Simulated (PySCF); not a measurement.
Gas-phase reaction: B3O3H3 + 3 H2O2 + 3 BF2OH ⇌ 6 BF(OH)2

Energies from PySCF, thermal terms from the rigid-rotor harmonic-oscillator model, ideal gas at 1 bar. † marks an energy on the PBE0/def2-TZVP geometry and frequencies; other levels use their own. MP2 and CCSD(T) freeze the core. 6-31G* has spherical d functions here. All species are closed-shell singlets. B3LYP is the form with VWN-RPA correlation. BF2OH, BF(OH)2: computed as isolated molecules; such fragments, hydroxides, amides, oligomers or adducts are transient or little studied in the gas. MP2 isn't extrapolated to the basis-set limit. CCSD(T) isn't extrapolated to the basis-set limit.

| level | ΔH°(298 K), kJ |
|---|---|
| B3LYP/6-31G* | -1316 |
| CCSD(T)/def2-SVP† | (withheld) |
| MP2/def2-SVP† | (withheld) |
| PBE0/def2-SVP† | -1460 |
| ωB97M-V/def2-TZVP† | -1429 |

What belongs in the gaps?


- CCSD(T)/def2-SVP†, ΔH°(298 K), kJ: -1454
- MP2/def2-SVP†, ΔH°(298 K), kJ: -1521
